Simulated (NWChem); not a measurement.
System: CCl$_{3}$F; SMILES FC(Cl)(Cl)Cl

NWChem input:

```
start job
memory heap 200 mb stack 900 mb global 1100 mb
geometry units angstroms noautoz
  F      0.000000     0.000000     1.581889
  C      0.000000     0.000000     0.255563
  Cl     1.316118    -1.035361    -0.308385
  Cl    -1.554708    -0.622112    -0.308385
  Cl     0.238589     1.657472    -0.308385
end
basis spherical
  * library def2-tzvpd
end
dft
  xc hfexch
  iterations 150
  semidirect filesize 400000000
  mulliken
end
task dft energy
```

Geometry: optimised at PBE0/def2-SVP.

Task: Predict the main results of this run. (Hartree-Fock/def2-TZVPD.) Quantities: energy (Ha); highest occupied level (eV); orbital gap (eV); dipole (D).

Result: 
```
Quantity                       Result
---------------------------  --------
energy (Ha)                  -1515.87
highest occupied level (eV)    -12.59
orbital gap (eV)                13.90
dipole (D)                       0.46
```
